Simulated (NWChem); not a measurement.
C2H5ClSi; SMILES C(=C)(Cl)[SiH3]

Results from NWChem. Pople sets run with spherical d functions. Geometry: optimised at PBE-D3(BJ)/def2-SVP.

For level BP86/6-31G*:

| Quantity | Value |
|---|---|
| highest occupied level (eV) | -6.39 |
| orbital gap (eV) | 4.84 |

Q: How do the values read with level B3LYP/6-31G* instead?

A: 
- highest occupied level (eV): -7.21
- orbital gap (eV): 6.56
